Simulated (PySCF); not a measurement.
First hyperpolarisability: [C7H10BO2]-, charge -1

Cartesian coordinates in Å; atom numbers follow the order of the lines, from 1:
```xyz
20

C    -1.853    0.680    0.285
B    -0.483   -0.030    0.794
C    -0.622   -1.635    1.005
C     0.814    0.381   -0.101
C     1.666    1.115    0.793
C     1.060    1.176    2.023
O    -0.097    0.606    2.173
C     1.031    0.080   -1.430
C     2.187    0.460   -2.185
O     2.414    0.210   -3.364
H    -1.752    1.777    0.214
H    -2.701    0.464    0.960
H    -2.128    0.314   -0.721
H    -1.458   -1.889    1.683
H    -0.813   -2.137    0.040
H     0.297   -2.081    1.426
H     2.638    1.568    0.585
H     1.482    1.677    2.908
H     0.276   -0.495   -1.980
H     2.947    1.050   -1.598
```

Total charge -1.

Method used: quadratic response CAM-B3LYP/aug-cc-pVDZ first hyperpolarisability, Taylor convention, gas phase (PySCF). Geometry: PBE0-D3(BJ)/def2-SVP.

The bonding changed while the geometry was optimised; results refer to the coordinates, not to the name. For a gas-phase anion, states above the detachment energy (about 2.9 eV, taken as minus the energy of the highest occupied orbital) lie in the continuum and depend on the basis.

Problem. Give β for the processes computed.

Solution. In au, Taylor convention; the vector part is βᵢ = ⅓ Σⱼ (βᵢⱼⱼ + βⱼᵢⱼ + βⱼⱼᵢ):
```
                   process  λ (nm)  β vector norm  β HRS  depolarisation ratio
           static β(0;0,0)       ∞           97.4   93.3                  1.81
second harmonic β(−2ω;ω,ω)    1907          112.8  107.1                  1.84
         Pockels β(−ω;ω,0)    1907          101.1      –                     –
second harmonic β(−2ω;ω,ω)    1064          218.3  168.2                  2.06
         Pockels β(−ω;ω,0)    1064          114.4      –                     –
```

Problem. Which lowest excitations and polarisabilities go with it?

Solution. S1 3.79 eV (f = 0.002); S2 3.94 eV (f = 0.452); S3 4.06 eV (f = 0.002); isotropic α 132.7 au static, 133.7 au at 1907 nm, 136.1 au at 1064 nm, 137.0 au at 953.5 nm, 150.3 au at 532 nm.
